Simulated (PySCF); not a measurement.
MgHI, SMILES [MgH][I]. Atoms are numbered in the order given.

```xyz
3

Mg     0.0000     0.0000    -2.0283
H      0.0000     0.0000    -3.7107
I      0.0000     0.0000     0.5292
```
Charge 0, spin multiplicity 1.

The structure is a stationary point at B3LYP-D3(BJ)/def2-TZVP. The def2 effective core potentials stand for the cores of I; spin–orbit coupling is left out.

These are C-PCM-M06-2X/def2-TZVPD (PySCF) values and carry that method's errors.

The values are the electrostatic part of the solvation free energy, E(continuum) − E(gas) at the gas-phase geometry, in a cavity of scaled van der Waals radii (PySCF's table); cavitation and dispersion terms are not included. A continuum can't describe solvent molecules that bind to the metal. In vacuum the orbital gap is 7.87 eV. The dipole moment in vacuum is 1.47 D.

```tsv
solvent	ε	ΔG(elec) (kcal/mol)	dipole (D)	gap (eV)
water	78.36	-12.4	2.22	8.42
2-propanol	19.26	-11.7	2.18	8.40
chlorobenzene	5.70	-9.8	2.06	8.33
```
